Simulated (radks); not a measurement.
Results of a calculation; reference values are marked as such.
All-electron atom: Kr II in [Ar] 3d10 4s2 4p4.5 4f0.5 (fractional occupations, a model configuration). Code: a radial shooting solver on a logarithmic mesh with Libxc functionals. Model: Dirac Kohn-Sham, PBE, spin-unpolarised, spherical densities, finite nucleus; open shells fill j = l - 1/2 first; Fermi nuclear charge, rms radius 4.1884 fm.

Normalised radial functions P(r) = r R(r) (large component), r in bohr:

```
   r/bohr * 3d5/2, o 4s1/2, + 4p3/2 (the largest magnitude, 1.33, reaches the edge; | marks zero, & curves that meet)
 0.008103                             & o
   0.0131                             &  o
  0.02099                             *+  o
  0.03393                             * +o
  0.05483                             o*  +
  0.08861                         o   |   *+
   0.1432                       o     |  +       *
   0.2314                          +  |o                  *
    0.374                     +       |        o                 *
   0.6044                          +  | o                    *
   0.9768              o              |          +*
    1.579           o                 |  *             +
    2.551                      o      *         +
     4.09                            o* +
    6.609                             &
    10.68                             &
    17.26                             &
     27.9                             &
```

3d5/2: eigenvalue -97.780 eV, 0 radial nodes, <r> = 0.557 bohr, 90 % of the charge inside 0.911 bohr. 4s1/2: eigenvalue -38.395 eV, 3 radial nodes at r = 0.0531, 0.216, 0.643 bohr, <r> = 1.52 bohr, 90 % of the charge inside 2.24 bohr. 4p3/2: eigenvalue -23.403 eV, 2 radial nodes at r = 0.195, 0.673 bohr, <r> = 1.79 bohr, 90 % of the charge inside 2.69 bohr.
